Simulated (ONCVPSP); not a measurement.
## Tl: ONCV pseudisation with PBEsol, fully relativistic reference atom.

| Quantity | Value |
| --- | --- |
| Element | Tl |
| Generator | ONCVPSP 4.0.1 |
| Type | optimised norm-conserving Vanderbilt (ONCV) |
| Functional | PBEsol |
| Relativity | fully relativistic |
| Frozen core | [Kr] 4d10 4f14 |
| Valence charge | 21 |
| Reference configuration | 5s2 5p6 5d10 6s2 6p1 |
| Partial waves | 5s+6s: rc 1.60 bohr, ncon 3, nbas 6, qcut 6.3 1/bohr, 2 projectors; 5p+6p: rc 1.30 bohr, ncon 4, nbas 9, qcut 10 1/bohr, 2 projectors; 5d: rc 1.85 bohr, ncon 4, nbas 8, qcut 9 1/bohr, 1 projector |
| Local potential | polynomial inside 1.20 bohr (lpopt 5, dvloc0 0 Ha) |
| Core correction | none |

Open shells are filled in proportion to 2j + 1.

What the tests gave:

```json
{"Cutoffs needed": "38 Ha and 44 Ha (the cutoffs (Ha) at which the residual kinetic energy of the hardest occupied pseudo-wave falls to 1 and 0.1 mHa per electron)", "Ghost test": "no bound ghost flagged; GHOST(+) flagged for s at 146.6 eV", "Configuration tests": "1 of 4 tests not solved or not reliable"}
```

Generation and tests took about 5.7 s on one core of a shared server CPU.
